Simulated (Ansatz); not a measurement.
Cost and result for the atomization energy of CH6BGaO, SMILES `BC[O][GaH2]` (10 atoms, 9 bonds).

Z-matrix (Å, degrees):
```
C
O 1 1.407
B 1 1.546 2 119.7
H 1 1.104 2 111.6 3 130.0
H 1 1.109 2 108.2 3 -118.3
Ga 2 1.786 1 122.4 3 -49.5
H 3 1.200 1 121.8 2 -3.6
H 3 1.197 1 118.7 2 178.9
H 6 1.555 2 113.7 1 174.9
H 6 1.565 2 116.6 1 -6.9
```

Charge 0, multiplicity 1. Correlated methods include outer-core shells of Ga, which these sets cover unevenly. Scalar relativity is left out up to krypton. All single points use the PBE0-D4/def2-TZVP geometry. It is one conformer, not always the lowest. Program: Ansatz. All runs use 4 threads of an Intel Xeon Platinum 8488C on a shared host. Times are those of one run each, without the atoms' runs, and a repeat can differ threefold. Electronic energies, without spin–orbit coupling; frozen cores. CCSD(T)/CBS adds CCSD(T) − MP2 in def2-TZVPP to the MP2 limit, and its time is that of the two runs behind it. T1 = 0.015. With those shells the extrapolation isn't a true limit. B3LYP takes the VWN-RPA correlation (the form of Gaussian; ORCA's B3LYP/G).

CCSD(T)/CBS is a level of theory with its own doubt, some kJ/mol a heavy atom from the limit and from the frozen cores, so smaller differences don't rank the functionals.

| level | functions | wall time | atomization (kJ/mol) | difference from CCSD(T)/CBS | per bond |
| --- | --- | --- | --- | --- | --- |
| LDA (SPW92)/def2-TZVPP | 225 | 0.85 s | 3744.3 | 464.4 | 51.6 |
| revPBE-D4/def2-TZVPP | 225 | 1.2 s | 3240.9 | -39.0 | -4.3 |
| PBE-D4/def2-TZVPP (with forces) | 225 | 1.4 s | 3319.0 | 39.1 | 4.3 |
| PBE0-D4/def2-TZVPP | 225 | 2 s | 3271.8 | -8.1 | -0.9 |
| CAM-B3LYP-D4/def2-TZVPP | 225 | 2.3 s | 3305.0 | 25.1 | 2.8 |
| r2SCAN-D4/def2-TZVPP (with forces) | 225 | 2.9 s | 3303.2 | 23.3 | 2.6 |
| r2SCANh-D4/def2-TZVPP | 225 | 2.9 s | 3282.8 | 2.9 | 0.3 |
| B3LYP-D4/def2-TZVPP (with forces) | 225 | 3 s | 3278.5 | -1.4 | -0.2 |
| PBE-QIDH/def2-TZVPP | 225 | 3.5 s | 3264.2 | -15.7 | -1.7 |
| CCSD(T)/def2-SVP | 104 | 4 s | 3125.3 | -154.6 | -17.2 |
| MP2/def2-QZVPP | 440 | 14 s | 3295.3 | 15.4 | 1.7 |
| CCSD(T)/def2-TZVPP | 225 | 58 s | 3215.0 | -64.9 | -7.2 |
| CCSD(T)/CBS(def2) | – | 72 s | 3279.9 | 0.0 | 0.0 |

From PBE to PBE0 (25 % exact exchange), in def2-TZVPP and without D4, the atomization energy moves by −44.3 kJ/mol: exact exchange takes away binding that semilocal exchange gives to molecules. Leaving LDA and LC-ωPBE aside and taking each functional with its dispersion term where it has one, the values, not all of them listed here, spread over 118.2 kJ/mol, from BHLYP-D4 to PBE-D4. LDA lies +443.2 kJ/mol from PBE without D4, its usual overbinding. In def2-TZVPP, CCSD(T) changes the Hartree–Fock value by +786.0 kJ/mol (the triples alone add +41.5 kJ/mol) and MP2 by +827.4 kJ/mol; breaking electron pairs costs correlation energy, which Hartree–Fock lacks.
